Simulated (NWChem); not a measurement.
# C₂H₅B; SMILES C=CB

Computed with NWChem. Structure relaxed at the PBE0/def2-SVP level. One conformer.

Diagonal of the polarisability tensor at CAM-B3LYP/def2-SVPD, static: 40.40, 55.83, 29.19 bohr³.

Q: Find the mean polarisability volume, the molar refraction, and the refractive index that an ideal gas of it would have at 273.15 K and 1 atm.

A: 
1. Mean: one third of the trace = 41.81 bohr³ × 0.14818 Å³/bohr³ = 6.20 Å³.
2. Molar refraction (Lorentz-Lorenz): (4π/3) N_A α = 15.6 cm³/mol.
3. Number density p/kT = 2.687 × 10⁻⁵ Å⁻³; n − 1 = 2π N α = 10.46 × 10⁻⁴.
4. These hold the electronic response alone: vibrational and orientational terms add to the static dielectric constant.
